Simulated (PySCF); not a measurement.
C₂H₄FGa, SMILES C=[CH][GaH][F]. Atoms are numbered in the order given.

```xyz
8

Ga     0.3093    -0.4003     0.0000
H      1.8492    -0.6674     0.0000
F     -0.6951    -1.8542     0.0000
C     -0.6572     1.2894     0.0000
C     -0.0067     2.4636     0.0000
H     -1.7541     1.2936     0.0000
H     -0.5325     3.4268     0.0000
H      1.0886     2.5254     0.0000
```

Geometry optimised at B3LYP-D3(BJ)/def2-SVP. The structure was generated by enumeration; whether it is a known compound was not checked. One conformer was computed; it need not be the lowest.

Method: PySCF with TDDFT-PBE/def2-SVPD.

Vertical excitations.  State labels are in the subgroup Cs.

Computed UV-visible absorptions:
```json
[
 {"state": "S1", "symmetry": "A\"", "energy (eV)": "4.70", "λ (nm)": "264", "f": "0.000", "main pairs": "HOMO→LUMO 100 %"},
 {"state": "S2", "symmetry": "A'", "energy (eV)": "5.65", "λ (nm)": "220", "f": "0.125", "main pairs": "HOMO−1→LUMO 83 %, HOMO−1→LUMO+1 14 %"},
 {"state": "S3", "symmetry": "A\"", "energy (eV)": "6.05", "λ (nm)": "205", "f": "0.002", "main pairs": "HOMO−2→LUMO 94 %"},
 {"state": "S4", "symmetry": "A\"", "energy (eV)": "6.37", "λ (nm)": "195", "f": "0.000", "main pairs": "HOMO−4→LUMO 70 %, HOMO→LUMO+1 30 %"},
 {"state": "S5", "symmetry": "A'", "energy (eV)": "6.48", "λ (nm)": "191", "f": "0.010", "main pairs": "HOMO−3→LUMO 95 %"},
 {"state": "S6", "symmetry": "A\"", "energy (eV)": "6.49", "λ (nm)": "191", "f": "0.011", "main pairs": "HOMO→LUMO+1 65 %, HOMO−4→LUMO 28 %"},
 {"state": "S7", "symmetry": "A\"", "energy (eV)": "6.75", "λ (nm)": "184", "f": "0.012", "main pairs": "HOMO−1→LUMO+2 99 %"},
 {"state": "S8", "symmetry": "A'", "energy (eV)": "6.88", "λ (nm)": "180", "f": "0.111", "main pairs": "HOMO→LUMO+2 81 %"},
 {"state": "S9", "symmetry": "A'", "energy (eV)": "7.16", "λ (nm)": "173", "f": "0.025", "main pairs": "HOMO→LUMO+3 87 %"},
 {"state": "S10", "symmetry": "A\"", "energy (eV)": "7.34", "λ (nm)": "169", "f": "0.037", "main pairs": "HOMO−1→LUMO+3 99 %"},
 {"state": "T1", "symmetry": "A'", "energy (eV)": "4.06", "λ (nm)": "305", "f": "0", "main pairs": "HOMO−1→LUMO 93 %"},
 {"state": "T2", "symmetry": "A\"", "energy (eV)": "4.35", "λ (nm)": "285", "f": "0", "main pairs": "HOMO→LUMO 99 %"},
 {"state": "T3", "symmetry": "A\"", "energy (eV)": "5.76", "λ (nm)": "215", "f": "0", "main pairs": "HOMO−2→LUMO 93 %"},
 {"state": "T4", "symmetry": "A'", "energy (eV)": "5.98", "λ (nm)": "207", "f": "0", "main pairs": "HOMO−3→LUMO 76 %, HOMO−1→LUMO+1 16 %"}
]
```
Triplets are in the Tamm–Dancoff approximation, which puts them higher than full response would, so one can lie above its singlet here.
